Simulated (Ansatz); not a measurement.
`O[C@@H]1S[Si@H]1F` + H₂ → `OC1[SiH2]S1` + H–F at 400 K and 1 bar (hydrogenolysis of the Si–F bond).

Computed with Ansatz on PBE0-D4/def2-TZVP structures; ΔE is electronic, products minus reactants. CCSD(T)/CBS is the MP2 limit (def2-TZVPP, def2-QZVPP) plus CCSD(T) − MP2 in def2-TZVPP, frozen cores. This one scheme is used for every species. Each species was taken in one conformer, which may not be the lowest.

| species | CCSD(T)/CBS energy (Eh) | H − E (kJ/mol) | S (J/(mol·K)) |
| --- | --- | --- | --- |
| `O[C@@H]1S[Si@H]1F` | -901.72871 | 146.2 | 354.1 |
| H₂ | -1.17544 | 38.0 | 139.0 |
| `OC1[SiH2]S1` | -802.46523 | 155.9 | 330.3 |
| H–F | -100.39570 | 36.5 | 182.2 |

H − E and S are ideal-gas, rigid-rotor, harmonic terms from PBE0-D4/def2-TZVP, for one conformer and one mirror image of each species. The MP2-based limit puts H₂ 0.8 mEh under its directly extrapolated value; such offsets cancel only in part. 1 Eh = 2625.50 kJ/mol, R = 8.31446 J/(mol·K).

By hand: ΔE, ΔH, ΔS and ΔG.

ΔE = (-802.46523) + (-100.39570) − (-901.72871) − (-1.17544) = 0.04322 Eh = 113.5 kJ/mol. Δ(H − E) = 155.9 + 36.5 − 146.2 − 38.0 = 8.2, so ΔH = 121.7 kJ/mol. ΔS = 330.3 + 182.2 − 354.1 − 139.0 = 19.4 J/(mol·K). ΔG = 121.7 − 400 × (19.4)/1000 = 113.9 kJ/mol.

By hand: the equilibrium constant, and the temperature at which ΔG would vanish if ΔH and ΔS stayed fixed.

log₁₀ K = −ΔG/(RT ln 10) = -14.9. ΔG = 0 at ΔH/ΔS = 6273 K, far beyond where these terms or the molecules hold.

ΔH outweighs TΔS. A doubt of 5 kJ/mol in ΔE shifts log₁₀ K by 0.7 here. Other conformers and mirror images would add mixing entropy, several J/(mol·K) or more a flexible species. These are equilibria of isolated gas molecules and say nothing of rates. Largest T1 diagnostic: 0.013 (customary marks: 0.02 for closed shells, 0.045 for open ones).
